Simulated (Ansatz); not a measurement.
## Worked example: GeH2(CH3)Cl + C4H10S → GeH2(CH3)(SH) + C4H9Cl

Species: GeH2(CH3)Cl, singlet; C4H10S (2-methyl-2-propanethiol) `CC(C)(C)S`, singlet; GeH2(CH3)(SH), singlet; C4H9Cl `CC(C)(C)Cl`, singlet. The partners trade Cl for SH: Ge–Cl and C–SH bonds give way to Ge–SH and C–Cl.

Shapes, held fixed at every level: PBE0-D4/def2-TZVP. Flexible molecules stand in one conformer, not always the lowest. Programs: Ansatz 0.2.0. The zero-point and thermal change to 298 K, harmonic and unscaled (PBE0-D4/def2-TZVP), is -0.8 kJ/mol.

At CCSD(T)/def2-TZVPP; 1 Eh = 2625.50 kJ/mol:

```
      species   energy (Eh)
  GeH2(CH3)Cl  -2576.418441
       C4H10S   -555.894219
GeH2(CH3)(SH)  -2515.006755
       C4H9Cl   -617.294355
```

Task: Work out ΔH(298 K) of the reaction at this level.

Result: 
1. Products less reactants: (-2515.006755) + (-617.294355) − [(-2576.418441) + (-555.894219)] = 0.011550 Eh = +30.3 kJ/mol.
2. With the thermal change: +30.3 + (-0.8) = +29.5 kJ/mol.

Other levels give +25.8 (PBE-D4/def2-TZVPP) to +32.1 kJ/mol (CCSD/def2-SVP). No measured value is set beside it here. Relativity is left out for Ge unless named. Correlated rows may include outer-core shells of Ge, which these sets cover unevenly.
